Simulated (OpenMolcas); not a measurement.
# Tb3+: CASPT2 settings compared

```yaml
Program: OpenMolcas
Basis: ANO-RCC-VDZ [7s6p4d2f]
Scalar_Hamiltonian: DKH2, point nucleus
Active_space: 8 electrons in 7 orbitals (4f)
State_averaging: 2S+1 = 7 even, 7 roots; 2S+1 = 5 even, 77 roots kept (CI in the orbitals of an earlier block, 42 in the spin-orbit step); 2S+1 = 3 even, 60 roots kept (CI in the orbitals of an earlier block, 0 in the spin-orbit step); 2S+1 = 1 even, 1 root kept (CI in the orbitals of an earlier block, 0 in the spin-orbit step)
Spin-orbit_coupling: RASSI with atomic mean-field integrals over the reference wave functions, term energies averaged over their components
```

Methods on the same reference wave functions:
A. CASSCF
B. SS-CASPT2, IPEA 0.1 Eh, sigma1 regulariser 0.05 Eh (closed shells correlated: 5s 5p)
C. SS-CASPT2, IPEA 0.5 Eh, sigma1 regulariser 0.3 Eh (closed shells correlated: 5s 5p)
D. XMS-CASPT2, IPEA 0.6 Eh, sigma1 regulariser 0.4 Eh (closed shells correlated: none)

Energies in eV above 4f8 7F6, the measured ground level; measured values from Martin, Zalubas and Hagan, Atomic Energy Levels: The Rare-Earth Elements, NSRDS-NBS 60 (1978).

| Level | A | B | C | D | Measured |
| --- | --- | --- | --- | --- | --- |
| 4f8 7F6 | 0.0000 | 0.0000 | 0.0000 | 0.0000 | 0.0000 |
| 4f8 7F5 | 0.2836 | 0.286 | 0.284 | 0.284 | 0.2544 |
| 4f8 7F4 | 0.4692 | 0.471 | 0.470 | 0.469 | 0.4109 |
| 4f8 7F3 | 0.5988 | 0.600 | 0.599 | 0.599 | 0.5322 |
| 4f8 7F2 | 0.6869 | 0.687 | 0.687 | 0.687 | 0.6172 |
| 4f8 7F1 | 0.7417 | 0.742 | 0.742 | 0.742 | 0.6735 |
| 4f8 7F0 | 0.7679 | 0.768 | 0.768 | 0.768 | 0.7010 |
| 4f8 5D4 | 3.0051 | 2.890 | 2.987 | 3.009 |  |
| 4f8 5D3 | 3.7043 | 3.590 | 3.686 | 3.708 |  |
| 4f8 5L10 | 3.8609 | 3.856 | 3.939 | 3.948 |  |

Deviations, from unrounded energies. A percentage is the sum of absolute deviations over the sum of measured energies, with the sign that they share, or ± where signs differ.

```json
{"Against measurement": "mean absolute deviation (cm-1)", "Levels": "6", "A": "480", "B": "490", "C": "490", "D": "480"}
{"Against measurement": "fine structure of the ground term (%)", "Levels": "6", "A": "+11.3", "B": "+11.4", "C": "+11.3", "D": "+11.2"}
```

A, B, C, D lie about equally close to measurement. The largest miss of D in the table is 4f8 7F2, by +560 cm-1. The ranking rests on the paired levels alone, and a cruder setting can come out closer through cancelling errors.

Among B to D the level of the table that moves most is 4f8 5D4, by 960 cm-1 (lowest in B, highest in D). Moves below CASPT2's spread within the term are not significant.

The two smallest mean deviations differ by little beside CASPT2's spread within terms, so their order carries little weight.

From A to B the spin-free energies of the other terms of 4f8 shown, above 7F, scale by factors of 0.96 to 1.00.

The lowest spin-free term lies below A's lowest term by 0.338 hartree in B, 0.327 hartree in C, 0.104 hartree in D.

CASPT2 breaks the degeneracy within a term, and the mean is taken; among the terms shown or strongly mixed into the levels shown the widest spread is 410 cm-1 (4f8 5L, D). High states are left out of the spin-orbit mixing, which shifts the levels that they would mix with. Terms from blocks run as CI alone lack orbitals of their own. The basis is small and was not contracted for so high a charge. Without dynamic correlation excited terms often stand tens of per cent too high (terms of higher spin than the ground term too low), and those without a measured partner can miss by more than the paired ones (holds for A). Computed and measured levels are paired by configuration, term and J; levels that our copy of the source lacks, or whose pairing is in doubt (as where it misses far off the trend of its configuration), stay unpaired and out of the deviations. Only configurations of the active space appear. Levels that lie high or do not pair safely by name in every column are left out.
